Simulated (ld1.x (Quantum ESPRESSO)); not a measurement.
# hydrogen (H): one change to a TM semilocal potential, before and after

- Element: H (Z = 1)
- Generator: ld1.x (Quantum ESPRESSO) 7.5
- Type: norm-conserving Troullier–Martins (semilocal form)
- Functional: LDA (PZ)
- Relativity: scalar-relativistic
- Frozen core: none
- Valence charge: 1
- Reference configuration: 1s0.5 (charge +0.5)
- Partial waves: 1s (bound): rc 1.25 bohr; 2p channel at 0.1 Ry: rc 1.05 bohr
- Local potential: the p channel
- Core correction: none

Change: all radii scaled by about 0.76 (s 0.94, p 0.80 bohr).

Cutoffs: the cutoffs (Ry, on a coarse ladder) from which the occupation-weighted sum of valence levels, in a spherical-Bessel basis at the reference potential, stays within 10 and 1 mRy of its value at 400 Ry; they do not see the model core or the augmentation charge, which bear on the density cutoff. Errors are all-electron minus pseudo energies relative to the spin-unpolarised reference configuration.

How do hardness, ghosts and transferability respond?

The potential gets harder (18 Ry and 35 Ry → 21 Ry and 45 Ry); of the 3 tests that both files solve, the error grows in 0 and shrinks in 3 by more than 15 % and 0.3 meV (median size 2.2 → 0.8 meV); neither file shows a bound ghost. A smaller radius makes the pseudo-wave follow the all-electron one further in, where it bends more sharply, so more plane waves are needed. Less of the atom is replaced, so other configurations are described better. A semilocal file is local in each channel, so a ghost entry of none says nothing of the separable form that plane-wave codes build from it.

```tsv
quantity	base	changed
cutoff, loose	18 Ry	21 Ry
cutoff, tight	35 Ry	45 Ry
bound ghosts	none	none
error for 1s1, meV [ΔE -4.64 eV]	+1.1	+0.3
error for 1s0.5 (spin-polarised), meV [ΔE -0.39 eV]	-2.4	-0.8
error for 1s1 (spin-polarised), meV [ΔE -5.54 eV]	-2.2	-0.9
```
